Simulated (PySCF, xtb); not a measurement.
NbOCl, SMILES [O]=[Nb][Cl] (connectivity only; charge and spin as stated), neutral, multiplicity 3.

Harmonic wavenumbers (cm⁻¹) from GFN2-xTB run with xtb at its own minimum, in rising order: 7, 363, 869.

Task: What does PySCF 2.14.0 with PBE-D3(BJ)/def2-TZVP give at its own minimum? (The exact figures need the calculation; the answer reports its results.)

Result: 169, 391, 991. Paired by order, the mean absolute difference is 104 cm⁻¹ and the zero-point energies are 1.8 and 2.2 kcal/mol.
